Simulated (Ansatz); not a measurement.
A set of 12 reactions (bond dissociation), with CCSD(T)/CBS values in kJ/mol:

```tsv
reaction	ΔE
`CN[Si](F)(F)F` → `[CH3]`• + `[NH][Si](F)(F)F`•	422.6
`[SiH]Cl` → Cl• + `[SiH]`•	442.5
`FB(F)I` → `F[B]F`• + I•	386.6
`[BH2][Sb]([CH3])[CH3]` → `[BH2]`• + `[CH3][Sb][CH3]`•	300.6
`[F][AlH][NH][SiH3]` → `[F][AlH]`• + `[NH][SiH3]`•	503.7
`O=C=N[SiH2]Cl` → Cl• + `O=C=N[SiH2]`•	481.5
`C[SiH2]N` → H• + `C[SiH]N`•	406.6
`BrC(I)I` → Br• + `I[CH]I`•	280.5
`Cl[SiH2][NH][GeH2][Cl]` → `[Cl][GeH2]`• + `[NH][SiH2]Cl`•	435.7
`C[Te]C(F)(F)F` → `F[C](F)F`• + `C[Te]`•	264.8
`CN([SiH3])[SiH3]` → `[CH3]`• + `[SiH3][N][SiH3]`•	399.3
`O=C=NB(F)F` → `F[B]F`• + `[N]=C=O`•	584.7
```

Computed with Ansatz on PBE0-D4/def2-TZVP structures; ΔE is electronic, products minus reactants. CCSD(T)/CBS is the MP2 limit (def2-TZVPP, def2-QZVPP) plus CCSD(T) − MP2 in def2-TZVPP, frozen cores. Small cases extrapolate CCSD(T) itself. DFT in def2-TZVPP. B3LYP here is the variant with VWN-RPA as its local correlation; programs differ in this. Open shells (•) are unrestricted, without spin–orbit coupling. Spin–orbit coupling would lower the free atoms: a little for Cl; clearly for Br; strongly for I. Elements past krypton have def2 core potentials. For Br, Ge, I, Sb, Te outer-core shells are correlated without core-valence functions, so the limit isn't a true one: a few kJ/mol of doubt a bond, and 10 to 20 or more in all where bonds break to atoms. Scalar relativity is left out up to krypton. Each species was taken in one conformer, which may not be the lowest.

(1) Give the mean, mean absolute and largest difference (level minus CCSD(T)/CBS, kJ/mol) for: PBE-D4, PBE0-D4, ωB97X-V, B2PLYP, PBE0, B3LYP, HF/def2-TZVPP, MP2/def2-TZVPP, SCS-MP2/def2-TZVPP, CCSD(T)/def2-TZVPP, HF/def2-QZVPP, MP2/def2-QZVPP, MP2/CBS(def2), CCSD/CBS(def2). (Estimate.)

The largest T1 diagnostic in the set is 0.034, for `[SiH]`• (customary mark 0.045).

CCSD(T)/CBS is a level of theory with its own doubt, and the functionals carry their triple-zeta basis error, so these figures describe this set and don't rank the functionals.

Answers

(1) The calculation gave: 
| level | mean | mean absolute | largest |
| --- | --- | --- | --- |
| PBE-D4 | -15.1 | 16.2 | -35.5 |
| PBE0-D4 | -17.2 | 17.2 | -30.0 |
| ωB97X-V | -7.7 | 7.8 | -20.5 |
| B2PLYP | -21.3 | 21.3 | -32.1 |
| PBE0 | -23.3 | 23.3 | -39.1 |
| B3LYP | -35.8 | 35.8 | -56.2 |
| HF/def2-TZVPP | -132.3 | 132.3 | -162.2 |
| MP2/def2-TZVPP | 8.5 | 13.8 | 36.4 |
| SCS-MP2/def2-TZVPP | -0.2 | 9.4 | 27.0 |
| CCSD(T)/def2-TZVPP | -14.6 | 14.6 | -22.1 |
| HF/def2-QZVPP | -132.6 | 132.6 | -163.6 |
| MP2/def2-QZVPP | 16.7 | 18.9 | 43.5 |
| MP2/CBS(def2) | 23.0 | 24.5 | 49.2 |
| CCSD/CBS(def2) | -10.6 | 10.7 | -16.0 |
